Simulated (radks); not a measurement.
All-electron atom: Dy L in [Ne] 3s2 3p5 (the NIST ground configuration). Calculated with a radial shooting solver on a logarithmic mesh with Libxc functionals: Dirac Kohn-Sham, relativistic LDA (MacDonald-Vosko exchange, VWN5 correlation), spin-unpolarised, spherical densities, finite nucleus; open shells fill j = l - 1/2 first; Fermi nuclear charge, rms radius 5.2218 fm.

Normalised radial functions P(r) = r R(r) (large component), r in bohr:

r,3p3/2,3d3/2
0.002015,0.0163,0.0003
0.002254,0.0201,0.0004
0.002501,0.0244,0.0005
0.002797,0.0301,0.0006
0.003104,0.0364,0.0008
0.003472,0.0447,0.0011
0.003852,0.0540,0.0014
0.004309,0.0661,0.0019
0.004781,0.0797,0.0024
0.005348,0.0972,0.0032
0.005981,0.1183,0.0043
0.006637,0.1416,0.0056
0.007423,0.1714,0.0074
0.008237,0.2041,0.0096
0.009213,0.2455,0.0128
0.01022,0.2903,0.0167
0.01143,0.3464,0.0222
0.01269,0.4062,0.0289
0.01419,0.4797,0.0383
0.01587,0.5629,0.0507
0.01761,0.6489,0.0655
0.0197,0.7503,0.0862
0.02186,0.8516,0.1108
0.02445,0.9662,0.1445
0.02713,1.0747,0.1841
0.03035,1.1894,0.2376
0.03367,1.2881,0.2993
0.03766,1.3782,0.3810
0.04212,1.4419,0.4810
0.04674,1.4671,0.5921
0.05228,1.4460,0.7330
0.05801,1.3710,0.8843
0.06489,1.2200,1.0686
0.072,1.0076,1.2574
0.08053,0.6981,1.4747
0.08936,0.3394,1.6826
0.09995,-0.1116,1.9020
0.1118,-0.6065,2.1026
0.124,-1.0763,2.2569
0.1387,-1.5543,2.3720
0.154,-1.9337,2.4170
0.1722,-2.2327,2.3870
0.1911,-2.3802,2.2812
0.2137,-2.3836,2.0864
0.2371,-2.2464,1.8420
0.2652,-1.9731,1.5322
0.2967,-1.6141,1.2029
0.3292,-1.2518,0.9069
0.3682,-0.8801,0.6242
0.4086,-0.5861,0.4107
0.457,-0.3446,0.2400
0.5071,-0.1913,0.1333
0.5672,-0.0906,0.0636
0.6293,-0.0403,0.0286
0.7039,-0.0147,0.0106

3p3/2: eigenvalue -4357.1 eV, 1 radial node at r = 0.0973 bohr, <r> = 0.215 bohr, 90 % of the charge inside 0.318 bohr. 3d3/2 (empty): eigenvalue -4148.1 eV, 0 radial nodes, <r> = 0.185 bohr, 90 % of the charge inside 0.283 bohr.
